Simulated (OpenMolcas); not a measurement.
**Fe4+: moving or changing the point charges**

Fe4+ among 6 point charges of -1.5 e arranged as a trigonal prism (D3h), 1.95 Å from the ion, with a polar angle of 42.7° against the regular 49.1°.

* Program: OpenMolcas 26.06
* Method: CASSCF
* Basis: ANO-RCC-VDZP [5s4p2d1f]
* Scalar Hamiltonian: DKH2, point nucleus
* Active space: 4 electrons in 5 orbitals (3d)
* State averaging: 2S+1 = 5 even, 5 roots; 2S+1 = 3 even, 45 roots; 2S+1 = 1 even, 50 roots
* Spin-orbit coupling: state interaction with AMFI integrals over the reference wave functions

Runs around this geometry, states (labels of D3, the rotations of D3h). Energies in cm-1 above the lowest state or level, χT in cm3 K/mol.

```
R (Å)  q (e)  Polar angle / regular  Ground state  First state of that spin  First gap with spin-orbit (degeneracies)  χT at 300 K  First state of another spin
 1.95   -1.5                    0.8           5A1                  5E 979.8                               48.3 (1, 2)        1.888                     3E 27239
 1.95   -1.2                   0.87           5A1                  5E 324.2                               57.6 (1, 2)        1.554                     3E 26726
 1.82   -1.5                   0.87           5A1                  5E 229.8                               55.8 (1, 2)        1.542                     3E 26496
 1.95   -1.5                   0.87           5A1                  5E 378.0                               56.8 (1, 2)        1.575                     3E 26723
 2.04   -1.5                   0.87           5A1                  5E 426.9                               57.0 (1, 2)        1.590                     3E 26811
```

Scaling the charges by -1.2 / -1.5 = 0.80 scales the first state of the same spin by 324.2 / 378 = 0.86; with fixed orbitals a first-order splitting would follow the charge.

Without dynamic correlation the repulsion within the d shell is too large (B by tens of per cent), so at a given field states of lower spin stand too high. Point charges give a weaker field than real ligands, and real ions of this kind are often low spin; the high spin found here belongs to the model. Spin-orbit coupling mixes the spin-free states strongly: the lowest level takes only 57 % from its leading state, 5A1 (figures for R = 1.95, q = -1.2, ratio = 0.87; the like holds for R = 1.82, q = -1.5, ratio = 0.87, R = 1.95, q = -1.5, ratio = 0.87, R = 2.04, q = -1.5, ratio = 0.87). The ground term spreads over less than 5000 cm-1, several times less than with real ligands, so orbital moments are less quenched and χT lies further from the spin-only value than at real sites (holds for R = 1.95, q = -1.2, ratio = 0.87). This is an electrostatic model: the charges have no orbitals. An unlabelled pair can be two single states that coincide in this model. No measured value stands beside these numbers.
